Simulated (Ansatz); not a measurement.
Ansatz (an electronic-structure program) input for Si(F)(H)2(OAc) (C2H5FO2Si), SMILES CC(=O)O[SiH2]F, PBE-D3(BJ)/def2-SVP. 

Ansatz 0.2 input:
```yaml
crystal:
  periodic: [false, false, false]
  atoms:
    - {symbol: Si, position_ang: [0.38826855, -1.28155604, 0.00000000]}
    - {symbol: F, position_ang: [-0.71863513, -2.46312772, -0.00000000]}
    - {symbol: O, position_ang: [-0.56813854, 0.13402341, 0.00000000]}
    - {symbol: C, position_ang: [0.10365446, 1.30303407, -0.00000000]}
    - {symbol: C, position_ang: [-0.79789499, 2.50411211, 0.00000000]}
    - {symbol: O, position_ang: [1.31381673, 1.32384235, -0.00000000]}
    - {symbol: H, position_ang: [1.16739799, -1.38256696, 1.24995757]}
    - {symbol: H, position_ang: [1.16739799, -1.38256696, -1.24995757]}
    - {symbol: H, position_ang: [-1.45185648, 2.47360022, 0.88502295]}
    - {symbol: H, position_ang: [-0.19910885, 3.42206429, -0.00000000]}
    - {symbol: H, position_ang: [-1.45185647, 2.47360023, -0.88502294]}
basis:
  gaussian:
    orbitals: def2-SVP
hamiltonian:
  xc: pbe
  dispersion: d3bj
relax: {f_tol: 0.002, max_steps: 200}
```

Output:

```
WARN ansatz: RAYON_NUM_THREADS=1 ignored (pool sized by the plan → 1); use --threads N
Functional definition: PBE
integrals: 0.05 GiB planned
1236 factors; their error is unknown
mean field: 0.31 GiB planned
mean field evaluation 1: about -16814.4760 eV, gradient 7.1e1 eV
mean field evaluation 2: about -16794.4728 eV, gradient 1.2e2 eV
mean field evaluation 4: about -16823.8061 eV, gradient 1.1e1 eV
mean field evaluation 8: about -16824.0299 eV, gradient 2.6e-1 eV
mean field evaluation 16: about -16823.9570 eV, gradient 1.1e-3 eV
mean field -16823.95702485 eV, -618.2690169756 hartree, gradient 7.7e-5 eV, S^2 0.000000; 0 other end points of the search recorded, 0 dependent functions left out
the calculation of the forces begins
reference -16823.95705973 eV, -618.2690182574 hartree; 28, 28 occupied and 85, 85 virtual orbitals, 1236 factors
relax step   1: F+E_penalty+E_count = -16824.16892714 eV  Δ(F+E_penalty+E_count) = +0.000e0 eV  max|allowed force component| = 9.714e-1 eV/Å  Δτ_max = 0.0000 Å  (30 SCF iters, accepted)
these checks for a lower state are left out or cut short: starts, cluster_reference, orbital_swaps, neighbouring_geometries, increment
integrals: 0.05 GiB planned
1236 factors; their error is unknown
mean field: 0.31 GiB planned
mean field -16823.97538695 eV, -618.2696917703 hartree, gradient 1.7e-5 eV, S^2 0.000000; 0 other end points of the search recorded, 0 dependent functions left out
the calculation of the forces begins
reference -16823.97542190 eV, -618.2696930546 hartree; 28, 28 occupied and 85, 85 virtual orbitals, 1236 factors
relax step   2: F+E_penalty+E_count = -16824.18691826 eV  Δ(F+E_penalty+E_count) = -1.799e-2 eV  max|allowed force component| = 3.226e-1 eV/Å  Δτ_max = 0.0124 Å  (33 SCF iters, accepted)
these checks for a lower state are left out or cut short: starts, cluster_reference, orbital_swaps, neighbouring_geometries, increment
integrals: 0.05 GiB planned
1236 factors; their error is unknown
mean field: 0.31 GiB planned
mean field evaluation 32: about -16823.9811 eV, gradient 6.0e-5 eV
mean field -16823.98105734 eV, -618.2699001531 hartree, gradient 1.7e-5 eV, S^2 0.000000; 0 other end points of the search recorded, 0 dependent functions left out
the calculation of the forces begins
reference -16823.98109239 eV, -618.2699014415 hartree; 28, 28 occupied and 85, 85 virtual orbitals, 1236 factors
relax step   3: F+E_penalty+E_count = -16824.19251330 eV  Δ(F+E_penalty+E_count) = -5.595e-3 eV  max|allowed force component| = 1.664e-1 eV/Å  Δτ_max = 0.0198 Å  (32 SCF iters, accepted)
these checks for a lower state are left out or cut short: starts, cluster_reference, orbital_swaps, neighbouring_geometries, increment
integrals: 0.05 GiB planned
1236 factors; their error is unknown
mean field: 0.31 GiB planned
mean field -16823.98395597 eV, -618.2700066759 hartree, gradient 1.8e-5 eV, S^2 0.000000; 0 other end points of the search recorded, 0 dependent functions left out
the calculation of the forces begins
reference -16823.98399117 eV, -618.2700079696 hartree; 28, 28 occupied and 85, 85 virtual orbitals, 1236 factors
relax step   4: F+E_penalty+E_count = -16824.19569460 eV  Δ(F+E_penalty+E_count) = -3.181e-3 eV  max|allowed force component| = 1.078e-1 eV/Å  Δτ_max = 0.0288 Å  (32 SCF iters, accepted)
these checks for a lower state are left out or cut short: starts, cluster_reference, orbital_swaps, neighbouring_geometries, increment
integrals: 0.05 GiB planned
1236 factors; their error is unknown
mean field: 0.31 GiB planned
mean field -16823.98666068 eV, -618.2701060724 hartree, gradient 1.7e-5 eV, S^2 0.000000; 0 other end points of the search recorded, 0 dependent functions left out
the calculation of the forces begins
reference -16823.98669616 eV, -618.2701073761 hartree; 28, 28 occupied and 85, 85 virtual orbitals, 1236 factors
relax step   5: F+E_penalty+E_count = -16824.19899748 eV  Δ(F+E_penalty+E_count) = -3.303e-3 eV  max|allowed force component| = 1.251e-1 eV/Å  Δτ_max = 0.0544 Å  (31 SCF iters, accepted)
these checks for a lower state are left out or cut short: starts, cluster_reference, orbital_swaps, neighbouring_geometries, increment
integrals: 0.05 GiB planned
1236 factors; their error is unknown
mean field: 0.31 GiB planned
mean field -16823.98686177 eV, -618.2701134621 hartree, gradient 1.7e-5 eV, S^2 0.000000; 0 other end points of the search recorded, 0 dependent functions left out
the calculation of the forces begins
reference -16823.98689735 eV, -618.2701147696 hartree; 28, 28 occupied and 85, 85 virtual orbitals, 1236 factors
relax step   6: F+E_penalty+E_count = -16824.19938939 eV  Δ(F+E_penalty+E_count) = -3.919e-4 eV  max|allowed force component| = 1.334e-1 eV/Å  Δτ_max = 0.0234 Å  (32 SCF iters, accepted)
these checks for a lower state are left out or cut short: starts, cluster_reference, orbital_swaps, neighbouring_geometries, increment
integrals: 0.05 GiB planned
1236 factors; their error is unknown
mean field: 0.31 GiB planned
mean field evaluation 64: about -16823.9875 eV, gradient 5.8e-5 eV
mean field -16823.98754903 eV, -618.2701387185 hartree, gradient 1.6e-5 eV, S^2 0.000000; 0 other end points of the search recorded, 0 dependent functions left out
the calculation of the forces begins
reference -16823.98758466 eV, -618.2701400278 hartree; 28, 28 occupied and 85, 85 virtual orbitals, 1236 factors
relax step   7: F+E_penalty+E_count = -16824.20025525 eV  Δ(F+E_penalty+E_count) = -8.659e-4 eV  max|allowed force component| = 2.581e-2 eV/Å  Δτ_max = 0.0103 Å  (33 SCF iters, accepted)
these checks for a lower state are left out or cut short: starts, cluster_reference, orbital_swaps, neighbouring_geometries, increment
integrals: 0.05 GiB planned
1236 factors; their error is unknown
mean field: 0.31 GiB planned
mean field -16823.98763590 eV, -618.2701419110 hartree, gradient 2.0e-5 eV, S^2 0.000000; 0 other end points of the search recorded, 0 dependent functions left out
the calculation of the forces begins
reference -16823.98767152 eV, -618.2701432200 hartree; 28, 28 occupied and 85, 85 virtual orbitals, 1236 factors
relax step   8: F+E_penalty+E_count = -16824.20030756 eV  Δ(F+E_penalty+E_count) = -5.231e-5 eV  max|allowed force component| = 1.818e-2 eV/Å  Δτ_max = 0.0058 Å  (24 SCF iters, accepted)
these checks for a lower state are left out or cut short: starts, cluster_reference, orbital_swaps, neighbouring_geometries, increment
integrals: 0.05 GiB planned
1236 factors; their error is unknown
mean field: 0.31 GiB planned
mean field -16823.98761354 eV, -618.2701410893 hartree, gradient 8.0e-6 eV, S^2 0.000000; 0 other end points of the search recorded, 0 dependent functions left out
the calculation of the forces begins
reference -16823.98764916 eV, -618.2701423983 hartree; 28, 28 occupied and 85, 85 virtual orbitals, 1236 factors
relax step   9: F+E_penalty+E_count = -16824.20031753 eV  Δ(F+E_penalty+E_count) = -9.968e-6 eV  max|allowed force component| = 2.228e-2 eV/Å  Δτ_max = 0.0018 Å  (24 SCF iters, accepted)
these checks for a lower state are left out or cut short: starts, cluster_reference, orbital_swaps, neighbouring_geometries, increment
integrals: 0.05 GiB planned
1236 factors; their error is unknown
mean field: 0.31 GiB planned
mean field -16823.98764063 eV, -618.2701420849 hartree, gradient 8.1e-5 eV, S^2 0.000000; 0 other end points of the search recorded, 0 dependent functions left out
the calculation of the forces begins
reference -16823.98767625 eV, -618.2701433939 hartree; 28, 28 occupied and 85, 85 virtual orbitals, 1236 factors
relax step  10: F+E_penalty+E_count = -16824.20033226 eV  Δ(F+E_penalty+E_count) = -1.474e-5 eV  max|allowed force component| = 3.515e-3 eV/Å  Δτ_max = 0.0007 Å  (21 SCF iters, accepted)
these checks for a lower state are left out or cut short: starts, cluster_reference, orbital_swaps, neighbouring_geometries, increment
integrals: 0.05 GiB planned
1236 factors; their error is unknown
mean field: 0.31 GiB planned
mean field -16823.98763906 eV, -618.2701420272 hartree, gradient 2.1e-5 eV, S^2 0.000000; 0 other end points of the search recorded, 0 dependent functions left out
the calculation of the forces begins
reference -16823.98767468 eV, -618.2701433362 hartree; 28, 28 occupied and 85, 85 virtual orbitals, 1236 factors
relax step  11: F+E_penalty+E_count = -16824.20033296 eV  Δ(F+E_penalty+E_count) = -6.940e-7 eV  max|allowed force component| = 4.578e-4 eV/Å  Δτ_max = 0.0003 Å  (19 SCF iters, accepted)
integrals: 0.05 GiB planned
1236 factors; their error is unknown
mean field: 0.31 GiB planned
mean field evaluation 96: about -16794.0751 eV, gradient 1.2e2 eV
mean field -16823.98763906 eV, -618.2701420272 hartree, gradient 2.7e-5 eV, S^2 0.000000; 1 other end points of the search recorded, 0 dependent functions left out
the calculation of the forces begins
reference -16823.98767468 eV, -618.2701433362 hartree; 28, 28 occupied and 85, 85 virtual orbitals, 1236 factors
Total energy: -16824.20036858 eV, -618.2779596927 hartree
Atom 0 at     0.406563    -1.247820     0.000000 Å, force    -0.000280    -0.000031     0.000000 eV/Å
Atom 1 at    -0.640245    -2.501518     0.000000 Å, force     0.000173     0.000186     0.000000 eV/Å
Atom 2 at    -0.680632     0.111876    -0.000000 Å, force     0.000142     0.000032     0.000000 eV/Å
Atom 3 at     0.041132     1.251719    -0.000000 Å, force     0.000339     0.000066    -0.000000 eV/Å
Atom 4 at    -0.783941     2.507034     0.000000 Å, force     0.000163    -0.000235     0.000000 eV/Å
Atom 5 at     1.267004     1.197234    -0.000000 Å, force    -0.000458     0.000018    -0.000000 eV/Å
Atom 6 at     1.179203    -1.312748     1.272261 Å, force     0.000019    -0.000027     0.000003 eV/Å
Atom 7 at     1.179203    -1.312748    -1.272261 Å, force     0.000019    -0.000027    -0.000003 eV/Å
Atom 8 at    -1.444732     2.519530     0.889581 Å, force    -0.000091     0.000022    -0.000047 eV/Å
Atom 9 at    -0.125779     3.392368     0.000000 Å, force     0.000065    -0.000028     0.000000 eV/Å
Atom 10 at    -1.444732     2.519531    -0.889581 Å, force    -0.000091     0.000022     0.000047 eV/Å
Dipole moment:    -0.143191     0.335095    -0.000000 e Å
```

The run converged.

Cost: roughly 26 core-seconds.
